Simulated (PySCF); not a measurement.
## Radial density of Pb (lead, neutral)

BLYP, [Xe] 4f14 5d10 6s1 6p3, 6s spin antiparallel (an excited configuration). All numbers are calculated (PySCF 2.14, scalar relativity by spin-free X2C-1e, in aug-cc-pwCVTZ-DK3 with one added diffuse shell each of s, d, f type (12s10p9d6f1g, 138 functions)).

| r (bohr) | 4πr²ρ (e/bohr) | 4πr²(ρα − ρβ) |
| --- | --- | --- |
| 0.0157 | 105.7 | 0.0078 |
| 0.0265 | 108.9 | 0.0156 |
| 0.0445 | 153.5 | -0.0001 |
| 0.0749 | 127.0 | -0.0007 |
| 0.126 | 142.9 | 0.0083 |
| 0.212 | 92.53 | -0.0027 |
| 0.356 | 97.69 | 0.0279 |
| 0.599 | 39.38 | -0.0189 |
| 1.01 | 21.55 | 0.0467 |
| 1.70 | 6.185 | -0.0493 |
| 2.85 | 1.707 | 0.8302 |
| 4.80 | 0.3316 | 0.3001 |
| 8.07 | 0.01135 | 0.0113 |

Densities and radii are taken from the X2C orbitals without a picture-change correction, which distorts them close to the nucleus.

Spin-orbit coupling, which splits the p, d and f shells strongly at this Z, is absent. Spin-orbit coupling is strong in this species (close to jj coupling), so the high-spin LS determinant is a model state, not a physical level. With the s spin flipped the determinant is a mixture of two multiplicities, not a spectroscopic state.
